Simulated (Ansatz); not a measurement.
A nudged elastic band was laid between two geometries of AlFH2O2 + H2 (8 atoms, charge 0, multiplicity 1).

The calculation used Ansatz 0.2.0, RKS PBE/6-31G*.

| Item | Value |
| --- | --- |
| movable images | 5 |
| climbing image | yes |
| spring | 5.0 eV/Å² |
| optimiser | quadratic models (default) |
| start path | through a guess of the saddle point |
| force threshold | 0.05 eV/Å |
| iteration limit | 60 |
| end points | relaxed |

First end point:

```xyz
8
Properties=species:S:1:pos:R:3
Al -0.024 -0.463 -0.138
F 0.062 -0.627 1.525
O 1.394 -0.457 -1.102
H 2.246 -0.562 -0.645
O -1.535 -0.367 -0.943
H -2.337 -0.391 -0.393
H 0.052 2.377 0.949
H 0.078 1.775 1.402
```

Last end point:

```xyz
8
Properties=species:S:1:pos:R:3
Al -0.006 0.423 -0.108
F 0.072 0.103 1.913
O 1.495 -0.204 -0.692
H 1.534 -1.025 -1.210
O -1.587 -0.104 -0.567
H -1.730 -0.956 -1.011
H 0.062 1.963 0.422
H 0.096 1.084 1.908
```

Problem. What changes between the two ends?

Solution. Bonds broken: H7–H8. Bonds formed: Al1–H7, F2–H8. AlFH2O2 + H2 becomes AlFH4O2.

Problem. Give the energies along the band, and the barrier.

Solution. The run converged. The highest image is number 6 of 0 to 6, 1.33 eV above the first end and 0.00 eV above the last; the last end lies 1.33 eV above the first. The highest image is an end point: on this band no image between the ends rises above it. Inner images lie up to 0.012 eV below the lower end, so the ends aren't the lowest states on this path. Between wells the path still climbs a hump at image 2, 0.05 eV above the well before it. The orbitals stay closed-shell, which can raise the energy where a bond breaks towards radicals; this wasn't checked here.

```json
{"image": "0", "path coordinate (Å)": "0.00", "energy (eV)": "0.00", "H7–H8 (Å)": "0.75", "Al1–H7 (Å)": "3.04", "F2–H8 (Å)": "2.41"}
{"image": "1", "path coordinate (Å)": "0.97", "energy (eV)": "0.01", "H7–H8 (Å)": "0.76", "Al1–H7 (Å)": "2.48", "F2–H8 (Å)": "2.85"}
{"image": "2", "path coordinate (Å)": "1.94", "energy (eV)": "0.05", "H7–H8 (Å)": "0.76", "Al1–H7 (Å)": "2.28", "F2–H8 (Å)": "2.81"}
{"image": "3", "path coordinate (Å)": "2.90", "energy (eV)": "-0.01", "H7–H8 (Å)": "0.76", "Al1–H7 (Å)": "2.53", "F2–H8 (Å)": "2.30"}
{"image": "4", "path coordinate (Å)": "3.87", "energy (eV)": "0.25", "H7–H8 (Å)": "0.78", "Al1–H7 (Å)": "2.09", "F2–H8 (Å)": "1.85"}
{"image": "5", "path coordinate (Å)": "4.84", "energy (eV)": "1.33", "H7–H8 (Å)": "1.61", "Al1–H7 (Å)": "1.64", "F2–H8 (Å)": "0.99"}
{"image": "6", "path coordinate (Å)": "5.12", "energy (eV)": "1.33", "H7–H8 (Å)": "1.73", "Al1–H7 (Å)": "1.63", "F2–H8 (Å)": "0.98"}
```

The run took 2.9 min on 1 thread of AMD EPYC 7R43 64-Core Processor (Zen 3), on a shared host, peak memory 0.14 GiB.
